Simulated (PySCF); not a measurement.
Compound: C2H8AlBrS.
Atom-mapped SMILES: `[CH3:1][S+:2]([CH3:3])[AlH2-:4][Br:5]` (hydrogens: H6, H7, H8 on C1; H9, H10, H11 on C3; H12, H13 on Al4)

Method: PBE0-D3(BJ)/def2-SVP geometry optimisation, gas phase (PySCF); density fitting, grid level 1; the optimiser is geomeTRIC in internal coordinates, started from a GFN2-xTB structure with every atom displaced at random (about 0.01 Å).

Step 0: E = -89652.1441 eV
```
atom  x, y, z in Å  |  force x, y, z in eV/Å
C1     -1.0197   -1.3440   -0.0354   -1.204   1.503  -0.164
S2     -0.4286    0.0836   -0.9986    0.287   0.042   0.327
C3     -0.8381    1.4522    0.1222    1.063  -0.635   0.591
Al4     1.9205   -0.2633   -0.1460   -0.726  -0.046   0.078
Br5     3.0087    1.5012   -0.9817    0.447   0.625  -0.316
H6     -2.0866   -1.1396    0.2095    0.456  -0.294  -0.017
H7     -0.9434   -2.1957   -0.6757    0.107  -0.903  -0.562
H8     -0.4251   -1.4481    0.8554    0.393  -0.194   0.726
H9     -1.8865    1.4557    0.3414   -1.031   0.026   0.071
H10    -0.2575    1.3510    1.0684   -0.256   0.010  -0.413
H11    -0.5447    2.3719   -0.3657    0.131   0.455  -0.340
H12     2.0542   -1.6702   -0.7579    0.295  -0.685  -0.351
H13     1.4521   -0.1712    1.3537    0.038   0.096   0.373
```

Step 1: E = -89652.3113 eV
```
atom  x, y, z in Å  |  force x, y, z in eV/Å
C1     -1.0819   -1.3134   -0.0227    0.170  -0.087  -0.133
S2     -0.3773    0.0820   -0.9378   -0.083   0.009   0.150
C3     -0.8577    1.4426    0.1517   -0.018   0.107  -0.053
Al4     1.9686   -0.2693   -0.1773   -0.224  -0.249   0.007
Br5     3.0799    1.5229   -1.0572    0.008   0.118  -0.095
H6     -2.1473   -1.1294    0.1622   -0.048   0.021  -0.007
H7     -0.9703   -2.2016   -0.6645    0.019   0.068   0.127
H8     -0.5381   -1.4542    0.9256   -0.075  -0.024  -0.041
H9     -1.9505    1.4516    0.2842    0.061  -0.013  -0.109
H10    -0.3594    1.3454    1.1242    0.061  -0.030   0.071
H11    -0.5342    2.3739   -0.3351    0.000  -0.046   0.028
H12     2.2190   -1.7093   -0.8275    0.027   0.110   0.021
H13     1.5542   -0.1574    1.3635    0.102   0.017   0.034
```

Step 2: E = -89652.3274 eV
```
atom  x, y, z in Å  |  force x, y, z in eV/Å
C1     -1.0935   -1.3228   -0.0264    0.001   0.054  -0.023
S2     -0.3786    0.0777   -0.9212    0.067  -0.029   0.041
C3     -0.8477    1.4476    0.1580    0.004  -0.006   0.057
Al4     1.9611   -0.2676   -0.1688   -0.108  -0.119  -0.010
Br5     3.0358    1.5332   -1.0951   -0.051   0.059  -0.049
H6     -2.1653   -1.1399    0.1294   -0.004  -0.020  -0.001
H7     -0.9628   -2.2102   -0.6598    0.031   0.007   0.017
H8     -0.5803   -1.4683    0.9356   -0.022   0.002   0.015
H9     -1.9417    1.4742    0.2564    0.004   0.025  -0.029
H10    -0.3685    1.3386    1.1421   -0.017   0.001  -0.011
H11    -0.4959    2.3699   -0.3230    0.031  -0.015  -0.004
H12     2.2364   -1.6921   -0.8256    0.010   0.016  -0.001
H13     1.6061   -0.1567    1.3879    0.053   0.025  -0.003
```

Step 3: E = -89652.3424 eV
```
atom  x, y, z in Å  |  force x, y, z in eV/Å
C1     -1.1201   -1.3355   -0.0310   -0.232   0.137   0.088
S2     -0.3617    0.0589   -0.8848    0.137  -0.026  -0.048
C3     -0.8132    1.4474    0.1747    0.012  -0.093   0.066
Al4     1.9520   -0.2721   -0.1568    0.043   0.094  -0.012
Br5     2.8638    1.5854   -1.1737    0.039  -0.016   0.058
H6     -2.2047   -1.1653    0.0378    0.034  -0.061  -0.003
H7     -0.9271   -2.2237   -0.6399    0.026  -0.098  -0.097
H8     -0.6909   -1.4777    0.9691    0.042   0.045   0.075
H9     -1.9053    1.5423    0.1825   -0.075   0.051   0.061
H10    -0.4054    1.3085    1.1888   -0.079   0.017  -0.079
H11    -0.3683    2.3394   -0.2823    0.059   0.038  -0.020
H12     2.2684   -1.6759   -0.8165    0.016  -0.101  -0.053
H13     1.7175   -0.1479    1.4217   -0.022   0.012  -0.036
```

Task: Estimate the geometry and energy of step 4. (The exact step hangs on the optimiser's Hessian estimate; all steps are aligned on step 3, rigid shifts and turns removed.)

Result: E = -89652.3480 eV, largest force 0.094 eV/Å
```
atom  x, y, z in Å  |  force x, y, z in eV/Å
C1     -1.1222   -1.3295   -0.0222   -0.074   0.043   0.039
S2     -0.3612    0.0587   -0.8896    0.023  -0.021   0.016
C3     -0.8251    1.4452    0.1695    0.020  -0.021  -0.009
Al4     1.9618   -0.2752   -0.1686    0.040   0.039  -0.024
Br5     2.9018    1.5879   -1.1472   -0.013  -0.039   0.030
H6     -2.2067   -1.1665    0.0483    0.012  -0.013  -0.017
H7     -0.9262   -2.2249   -0.6243    0.016  -0.035  -0.026
H8     -0.6872   -1.4560    0.9792    0.014   0.029   0.025
H9     -1.9187    1.5398    0.1810   -0.019   0.023   0.015
H10    -0.4219    1.3073    1.1835   -0.029   0.002  -0.017
H11    -0.3803    2.3401   -0.2845    0.033   0.018   0.005
H12     2.2761   -1.6787   -0.8429   -0.003  -0.031  -0.026
H13     1.7147   -0.1645    1.4072   -0.018   0.007  -0.009
```

The energy changes by -0.0056 eV. The first-order estimate −F·Δx gives -0.0099 eV and the mean of the old and new forces, exact on a quadratic surface, -0.0064 eV. The step makes an angle of 73° with the force vector and moves no atom by more than 0.046 Å.

What follows is the cost of the whole optimisation. Hardware: Arm Neoverse V1, one thread, shared host. Cost: 2.8 min wall, 0.56 GiB resident at most.
